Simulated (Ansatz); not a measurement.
`N[CH]([SiH3])[GeH3]` + CH₃OH → `COC(N)[SiH3]` + GeH₄  (substitution at a C–Ge bond)

Program: Ansatz. Geometries: PBE0-D4/def2-TZVP. ΔE: electronic, gas phase. CBS: MP2 limit from def2 TZ/QZ plus the TZ coupled-cluster correction, frozen cores. This one scheme is used for every species. Functionals use def2-TZVPP. B3LYP here is the variant with VWN-RPA as its local correlation; programs differ in this. For Ge outer-core shells are correlated without core-valence functions, which leaves a few kJ/mol of doubt a bond. Scalar relativity is left out up to krypton. One conformer a species, not always the lowest.

Q: Is it downhill or uphill in electronic energy at CCSD(T)/CBS, and by how much? (Best estimate.)

A: Computed: Uphill: ΔE = +45.7 kJ/mol.

Q: What do these levels give: PBE0-D4, B3LYP-D4, ωB97X-V, ωB97M-V, PBE, MP2/def2-TZVPP, SCS-MP2/def2-TZVPP, CCSD/def2-TZVPP, MP2/def2-QZVPP, SCS-MP2/def2-QZVPP, HF/CBS(def2), MP2/CBS(def2)? (Estimate.)

A: Computed: PBE0-D4 36.8, B3LYP-D4 31.5, ωB97X-V 31.9, ωB97M-V 35.2, PBE 30.8, MP2/def2-TZVPP 48.2, SCS-MP2/def2-TZVPP 43.3, CCSD/def2-TZVPP 40.8, MP2/def2-QZVPP 51.1, SCS-MP2/def2-QZVPP 46.0, HF/CBS(def2) 28.6, MP2/CBS(def2) 53.6 kJ/mol.

Largest T1 diagnostic among the species: 0.012.

The D4 term adds +3.1 kJ/mol with B3LYP and +1.5 kJ/mol with PBE0; it sums over pairs of atoms, weighted by their polarisabilities, and B3LYP, whose exchange is more repulsive, gets the larger term. From PBE to PBE0 (25 % exact exchange), in def2-TZVPP and without D4, ΔE moves by +4.5 kJ/mol. In def2-TZVPP, CCSD(T) changes the Hartree–Fock value by +11.1 kJ/mol (the triples alone add −0.4 kJ/mol) and MP2 by +18.9 kJ/mol.
